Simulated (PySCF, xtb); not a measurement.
B3H5N3, SMILES N1BNBN[B]1 (connectivity only; charge and spin as stated), charge +1, multiplicity 1.

xtb 6.7.1 with GFN2-xTB at its own geometry gives an orbital gap of 3.71 eV.

Geometry optimised at B3LYP-D3(BJ)/def2-SVP. The multiplicity is an assumed one; no other spin state was optimised. The isomer is the one that the SMILES or the coordinates give; other isomers of the formula were not compared.

**Question.** What does r2SCAN/def2-TZVP (PySCF) give? (The exact figures need the calculation; the answer reports its results.)

**Answer.** gap 5.00 eV (levels -12.99 and -8.00 eV).
